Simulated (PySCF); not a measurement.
NMR data simulated for an unnamed compound:

¹H NMR (400 MHz, computed): δ 7.74 (d, 1H), 7.62 (m, 1H), 7.47 (m, 1H), 2.56 (s, 3H), 2.47 (s, 3H).

¹³C{¹H} NMR (computed): δ 148.0 (C), 137.4 (CH), 137.1 (CH), 133.8 (C), 132.3 (CH), 123.8 (C), 121.3 (C), 112.8 (C), 82.6 (C), 24.6 (CH3), 6.1 (CH3).

- GFN2-xTB geometry
- σ from GIAO-PBE0/pcSseg-1
- run in PySCF 2.14.0 with density-fitted response routines
- a single conformation, non-relativistic, no solvent, rapidly exchanging positions averaged

Chemical shifts δ = σref − σ; TMS for ¹H (31.72 ppm) and ¹³C (186.93 ppm), all at this level.

Q: Which of these does the molecule contain: a benzene ring, a C≡C triple bond, an OH group, an amide, a ketone, a nitrile?

A: 
- A benzene ring: yes.
- A C≡C triple bond: yes (δC 112.8, 82.6).
- An OH group: no.
- An amide: no.
- A ketone: no.
- A nitrile: yes (δC 123.8).

The data belong to `C(#CC)C1=C(C)C=CC=C1C#N`, C$_{11}$H$_{9}$N; they needn't prove each group on their own.

Carbon signals by region: 8 in the sp2 and nitrile region (100–160 ppm), 1 at 50–100 ppm, 2 below 50 ppm.

Shifts are as computed. Against solution values, carbons near 30 ppm lie about +3 ppm off and those near 130 ppm about +5 ppm. Of 1211 compounds with measured shifts, 218 miss one by over three times the rms of a fit or turn the order of signals round; such compounds aren't used in these exercises. No couplings were computed; multiplicities are counted from neighbouring protons, with m where these are inequivalent, close in shift, in a saturated or five-membered ring or joined by F or P, and br s for small geminal =CH2 splittings.
